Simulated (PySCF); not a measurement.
**How methods differ on the excitation energy of Mn(2+)**

Mn(2+) [Ar] 3d5 (6S) → Mn(2+) [Ar] 3d4 4s1 (6D), as a difference of total energies. All numbers are calculated (PySCF 2.14, no relativity, point nucleus, in aug-cc-pVDZ (7s6p4d2f, 59 functions)). Correlated levels: valence: [Ar] frozen. The calculations carry no spin-orbit coupling.

| method | excitation energy (eV) |
| --- | --- |
| UHF | 7.857 |
| MP2 (valence) | 8.335 |
| SCS-MP2 (valence) | 8.016 |
| CCSD (valence) | 8.339 |
| CCSD(T) (valence) | 8.344 |

Task: How much does correlation contribute at CCSD(T) (valence)?

Result: 8.344 − (7.857) = 0.487 eV, measured against UHF.
